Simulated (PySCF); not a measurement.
A homologous series of growing length: n-germane H/H. Gas-phase values, no solvent. One relaxed conformer stands for each flexible species; it need not be the lowest. Strings in code marks are SMILES.

The brightest of the four lowest singlets (TDA) from two functionals at the same geometries (PBE0-D3(BJ)/def2-SVP), both in PySCF: PBE-D3(BJ)/def2-TZVP and ωB97X-D3(BJ)/def2-TZVP. Excitations are Tamm–Dancoff values on a coarser integration grid. The basis has no diffuse functions, so Rydberg states are missing or too high.

```
species                                         PBE-D3(BJ)/def2-TZVP (eV)  ωB97X-D3(BJ)/def2-TZVP (eV)
----------------------------------------------  -------------------------  ---------------------------
n = 2 (`[GeH3][GeH3]`)                                               7.39                         8.29
n = 3 (`[GeH2]([GeH3])[GeH3]`)                                       6.54                         7.31
n = 6 (`[GeH3][GeH2][GeH2][GeH2][GeH2][GeH3]`)                       5.24                         6.15
```

Over these rows, drawn at random from the members with no instability flagged (it was tested for open shells, ions and some series alone), PBE minus ωB97X-D3(BJ): mean -0.86 eV, from -0.91 eV to -0.77 eV.
